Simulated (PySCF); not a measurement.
Isomers of C7H7ClO2S.

All values: PBE0/pcSseg-1 (PySCF) at GFN2-xTB geometries, gas phase, one conformer each.

(1) Rank by LUMO energy, lowest first.
A. `[CH3:1][c:2]1[cH:3][cH:4][c:5]([S:6](=[O:7])(=[O:8])[Cl:9])[cH:10][cH:11]1` with C4–C5–S6–O7 160° (tosyl chloride)
B. `[O:1]=[S:2](=[O:3])([Cl:4])[CH2:5][c:6]1[cH:7][cH:8][cH:9][cH:10][cH:11]1` with O1–S2–C5–C6 -67°, S2–C5–C6–C7 87°
C. `[CH3:1][S:2](=[O:3])(=[O:4])[c:5]1[cH:6][cH:7][c:8]([Cl:9])[cH:10][cH:11]1` with C1–S2–C5–C6 -89° (4-chlorophenyl methyl sulfone)

## Answers

(1) A (-1.92 eV), B (-1.75 eV), C (-1.55 eV).

All values together:

| SMILES | μ (D) | HOMO (eV) | LUMO (eV) | lowest IAO charge (e) | highest IAO charge (e) | lowest Hirshfeld charge (e) | highest Hirshfeld charge (e) |
| --- | --- | --- | --- | --- | --- | --- | --- |
| O=S(=O)(Cl)Cc1ccccc1 | 3.98 | -7.76 | -1.75 | -0.832 (O) | +1.963 (S) | -0.278 (O) | +0.519 (S) |
| Cc1ccc(S(=O)(=O)Cl)cc1 | 6.02 | -8.05 | -1.92 | -0.830 (O) | +1.986 (S) | -0.276 (O) | +0.519 (S) |
| CS(=O)(=O)c1ccc(Cl)cc1 | 4.09 | -7.90 | -1.55 | -0.894 (O) | +2.008 (S) | -0.315 (O) | +0.519 (S) |
| Cc1ccccc1S(=O)(=O)Cl | 4.99 | -7.95 | -1.93 | -0.831 (O) | +1.977 (S) | -0.270 (O) | +0.525 (S) |
| Cc1cccc(S(=O)(=O)Cl)c1 | 5.68 | -7.99 | -1.97 | -0.830 (O) | +1.984 (S) | -0.275 (O) | +0.520 (S) |

Conformers: `[O:1]=[S:2](=[O:3])([Cl:4])[CH2:5][c:6]1[cH:7][cH:8][cH:9][cH:10][cH:11]1` with O1–S2–C5–C6 -67°, S2–C5–C6–C7 87°; `[CH3:1][c:2]1[cH:3][cH:4][c:5]([S:6](=[O:7])(=[O:8])[Cl:9])[cH:10][cH:11]1` with C4–C5–S6–O7 160°; `[CH3:1][S:2](=[O:3])(=[O:4])[c:5]1[cH:6][cH:7][c:8]([Cl:9])[cH:10][cH:11]1` with C1–S2–C5–C6 -89°; `[CH3:1][c:2]1[cH:3][cH:4][cH:5][cH:6][c:7]1[S:8](=[O:9])(=[O:10])[Cl:11]` with C6–C7–S8–O9 135°; `[CH3:1][c:2]1[cH:3][cH:4][cH:5][c:6]([S:7](=[O:8])(=[O:9])[Cl:10])[cH:11]1` with C5–C6–S7–O8 -157°.
